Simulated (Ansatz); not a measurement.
`CBC(N)[SiH3]`. The species carries charge 0 and has multiplicity 1. The structure was optimised at the PBE0-D4/def2-TZVP level. It is one conformer, not always the lowest.

```xyz
15

C    -1.162   -1.622    0.498
B    -0.935   -0.388   -0.427
C     0.447    0.248   -0.666
N     1.605   -0.438   -0.121
Si    0.244    1.865    0.332
H    -2.126   -1.613    1.009
H    -0.358   -1.781    1.220
H    -1.183   -2.508   -0.155
H    -1.866    0.132   -0.986
H     0.537    0.597   -1.709
H     2.474    0.022   -0.357
H     1.660   -1.400   -0.426
H    -0.301    1.598    1.689
H     1.601    2.461    0.475
H    -0.637    2.829   -0.376
```

Question: What is the dipole moment at ωB97M-V/def2-TZVPP? (Estimate.)

Answer: Computed: 1.62 D, with components (0.93, -0.66, -1.16) D in this frame, pointing from negative to positive charge.

Question: And with PBE, r2SCAN, B3LYP? (Best estimate.)

Answer: The calculation gave: PBE 1.68 D, r2SCAN 1.67 D, B3LYP 1.62 D.

Question: Give the Mulliken charges with ωB97M-V, B3LYP, PBE in def2-TZVPP. (Estimate.)

Answer: Computed: 
```json
{"atom": "C1", "ωB97M-V": "-0.38", "B3LYP": "-0.34", "PBE": "-0.36"}
{"atom": "B2", "ωB97M-V": "-0.09", "B3LYP": "-0.02", "PBE": "-0.03"}
{"atom": "C3", "ωB97M-V": "-0.10", "B3LYP": "-0.01", "PBE": "0.00"}
{"atom": "N4", "ωB97M-V": "-0.31", "B3LYP": "-0.36", "PBE": "-0.35"}
{"atom": "Si5", "ωB97M-V": "0.15", "B3LYP": "0.24", "PBE": "0.16"}
{"atom": "H6", "ωB97M-V": "0.12", "B3LYP": "0.10", "PBE": "0.11"}
{"atom": "H7", "ωB97M-V": "0.11", "B3LYP": "0.10", "PBE": "0.10"}
{"atom": "H8", "ωB97M-V": "0.11", "B3LYP": "0.09", "PBE": "0.10"}
{"atom": "H9", "ωB97M-V": "0.10", "B3LYP": "0.03", "PBE": "0.02"}
{"atom": "H10", "ωB97M-V": "0.14", "B3LYP": "0.11", "PBE": "0.12"}
{"atom": "H11", "ωB97M-V": "0.11", "B3LYP": "0.13", "PBE": "0.14"}
{"atom": "H12", "ωB97M-V": "0.11", "B3LYP": "0.13", "PBE": "0.14"}
{"atom": "H13", "ωB97M-V": "-0.02", "B3LYP": "-0.06", "PBE": "-0.05"}
{"atom": "H14", "ωB97M-V": "-0.03", "B3LYP": "-0.07", "PBE": "-0.06"}
{"atom": "H15", "ωB97M-V": "-0.03", "B3LYP": "-0.07", "PBE": "-0.06"}
```

B3LYP here is the variant with VWN-RPA as its local correlation; programs differ in this.
